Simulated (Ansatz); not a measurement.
## A barrier at the coupled-cluster level

Start structure (BN2H8F, singlet), relaxed at PBE0-D4/def2-TZVP:

B1  (-1.229, -1.115, -0.767)
N2  (-0.019, -1.774, -0.559)
H3  (-1.401, -0.543, -1.801)
H4  (-2.049, -1.135, 0.101)
H5  (-0.260, 2.090, 0.506)
F6  (-1.061, 2.599, 0.342)
H7  (0.896, 0.246, 0.405)
N8  (1.079, 1.179, 0.762)
H9  (0.686, -1.861, -1.272)
H10  (0.164, -2.339, 0.254)
H11  (1.305, 1.104, 1.746)
H12  (1.889, 1.549, 0.282)
(Å)

The step: BNH₄ ([BH2][NH2]) + NH₃ + HF → BH₂F ([BH2][F]) + NH₃ + NH₃ (still joined by a long B–N bond); bonds formed: B1–F6, N2–H7, H5–N8; bonds broken: H5–F6, H7–N8; bonds weakened to dative contacts: B1–N2. Computed with Ansatz 0.2.0 (basis: def2-TZVPP and def2-QZVPP); correlated methods freeze the cores. Extrapolation: Hartree–Fock as exp(−7.88 √X), correlation as X^−2.97. Energies below are by CCSD(T) at an estimated basis limit (MP2 extrapolated from triple and quadruple zeta, plus CCSD(T) − MP2 in triple zeta).

Q: What are the electronic barrier and the energy of the step, from the start structure to the end structure? (An estimate is asked for; the value comes from the calculation.)

A: Computed: Barrier 0.332 eV; step energy -0.805 eV (downhill); reverse barrier, their difference, 1.137 eV. Barrier and step energy count from the start structure, the reverse barrier from the end structure.

The saddle point: One imaginary mode of 245i cm⁻¹.
```csv
pair,start (Å),saddle (Å),end (Å)
B1–F6,3.88,1.83,1.41
N2–H7,2.42,2.08,1.04
H5–N8,1.64,1.35,1.02
B1–N2,1.39,1.47,1.63
H5–F6,0.96,1.07,2.19
H7–N8,1.02,1.03,1.91
```

Zero-point energy (harmonic, PBE0-D4): ZPE is 2.670 eV at the start and 2.673 eV at the saddle, so the barrier goes from 0.332 to 0.336 eV.

The T1 diagnostic stays at or below 0.011.

Steps of this kind, hydrogen fluoride cutting a network bond, underlie vapour etching and the fluorination step of atomic layer etching.

Labels in which every atom is bracketed show which atoms are joined, not bond orders.

For scale, one of the runs: CCSD(T)/def2-TZVPP, 236 basis functions, launched by `ansatz run in.yaml --threads 4 --pin off --events-out ev --progress --plain --max-ram 9574MiB`. The run took 100 s on 4 CPU threads of an Arm Neoverse V2 (shared host), with 4.7 GiB of host memory at its peak.
